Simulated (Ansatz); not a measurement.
Coupled-cluster diagnostics for the cluster NaLi₄, Ansatz.

Geometry of the doublet (r2SCAN/def2-TZVP):

Cartesian coordinates in Å:
```
Li 2.242 -0.921 -0.865
Li 0.742 0.940 0.839
Li 0.111 -2.313 0.706
Li -1.126 -0.279 -0.956
Na -1.968 2.573 0.277
```

Correlated methods freeze 1 core orbital; core or outer-core shells of Li, Na are correlated, in sets that lack core-valence functions. In CCSD on the charge 0 doublet the largest single amplitude is 0.15, so its Hartree–Fock determinant may place the open shell otherwise than the density functionals do. Another isomer (doublet) lies 0.09 eV lower at PBE0/def2-TZVP; other spin states weren't run for this one.

Q: Estimate the CCSD(T) correlation energy, the shares of MP2 and (T), T1 and the reference's ⟨S²⟩ for: charge 0, doublet, own geometry in def2-TZVPP; and the rough time on 4 threads of Arm Neoverse V1 on a shared host.

A: 
| state | basis | correlation (eV) | MP2 share (%) | (T) share (%) | T1 | ⟨S²⟩ (pure) | wall time | remarks |
| --- | --- | --- | --- | --- | --- | --- | --- | --- |
| charge 0, doublet, own geometry | def2-TZVPP | -10.521 | 84.5 | 2.0 | 0.081 | 1.59 (0.75) | 17 s | large T1 (0.081), spin-contaminated (⟨S²⟩ 1.59) |
Customary marks for T1 are 0.02 (closed shells), 0.045 (open shells) and about 0.05 (3d metals). T1 exceeds 0.02 in 1 of 1 rows and 0.045 in 1; the higher it lies, the less the single-reference result can be trusted.
